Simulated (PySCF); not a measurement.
**Two-component Hartree-Fock for As¹⁹⁺ (arsenic, charge +19)**

Start: [Ne] 3s2 3p2; 3p1/2 filled at m_j = -1/2, +1/2. Calculated with PySCF 2.14 in an uncontracted even-tempered set (19 s from 2.1 bohr⁻², ratio 2.4; 13 p from 2.7 bohr⁻², ratio 2.4; 5 d from 11 bohr⁻², ratio 2.6; 4 f from 16 bohr⁻², ratio 2.6): generalised Hartree-Fock with the X2C-1e Hamiltonian and a Gaussian nucleus; one run each with spin-orbit coupling (SO) switched off, then screened by Boettger's factors.

```json
{"spinor shell": "1s1/2", "electrons": "2", "ε, spin-free (eV)": "-12716.9", "ε, screened SO (eV)": "-12716.0", "weight of nominal j (screened SO)": "1.000", "rms radius, screened SO (bohr)": "0.0524"}
{"spinor shell": "2s1/2", "electrons": "2", "ε, spin-free (eV)": "-2318.5", "ε, screened SO (eV)": "-2318.0", "weight of nominal j (screened SO)": "1.000", "rms radius, screened SO (bohr)": "0.216"}
{"spinor shell": "2p1/2", "electrons": "2", "ε, spin-free (eV)": "-2122.9", "ε, screened SO (eV)": "-2151.1", "weight of nominal j (screened SO)": "0.997", "rms radius, screened SO (bohr)": "0.190"}
{"spinor shell": "3s1/2", "electrons": "2", "ε, spin-free (eV)": "-821.72", "ε, screened SO (eV)": "-821.47", "weight of nominal j (screened SO)": "1.000", "rms radius, screened SO (bohr)": "0.544"}
{"spinor shell": "3p1/2", "electrons": "2", "ε, spin-free (eV)": "-770.08", "ε, screened SO (eV)": "-771.38", "weight of nominal j (screened SO)": "0.896", "rms radius, screened SO (bohr)": "0.534"}
```

Where does 2p3/2 lie, and what is the 2p spin-orbit splitting (screened SO)?

At -2108.6 eV, 42.540 eV above 2p1/2.

| quantity | spin-free | screened SO |
| --- | --- | --- |
| E (hartree) | -2054.39722 | -2054.70371 |
| M_J | 0 | 0 |
| ⟨J²⟩ | 2.002 | 0.406 |
| ⟨L²⟩ | 2.001 | 1.587 |
| ⟨S²⟩ | 2.000 | 1.581 |

The determinant has a definite M_J but mixes levels of different J.

Each row is a mean over spinors that exchange with the open shell spreads, by up to 12.341 eV (3s1/2).

Rows whose weight is well below 1 are mixtures of j = l ± 1/2: exchange outweighs spin-orbit coupling there, and the label is only the starting occupation.

Without spin-orbit coupling the j labels of p, d and f shells carry no meaning; the spin-free column gives the mean over the occupied spinors of each nl shell.
